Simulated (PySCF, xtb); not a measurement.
C₃H₇NOSi, SMILES C1=CO[SiH2]NC1. Other conformers were not sampled.

Harmonic wavenumbers (cm⁻¹) from GFN2-xTB (xtb) at its own minimum, in rising order: 91, 106, 354, 390, 438, 481, 531, 586, 709, 746, 750, 807, 815, 837, 872, 953, 994, 1089, 1179, 1202, 1248, 1276, 1331, 1388, 1483, 1730, 2222, 2308, 2792, 2884, 3034, 3100, 3480.

Q: What does ωB97X-D3(BJ)/def2-SVP (PySCF) give at its own minimum? (An estimate is asked for; the answer gives what the named calculation found.)

A: 92, 137, 275, 400, 440, 469, 678, 693, 753, 781, 803, 888, 914, 930, 989, 1013, 1028, 1102, 1177, 1254, 1309, 1346, 1409, 1462, 1503, 1774, 2242, 2290, 3001, 3061, 3205, 3229, 3680. Paired by order, the mean absolute difference is 71 cm⁻¹ and the zero-point energies are 60.3 and 63.4 kcal/mol.
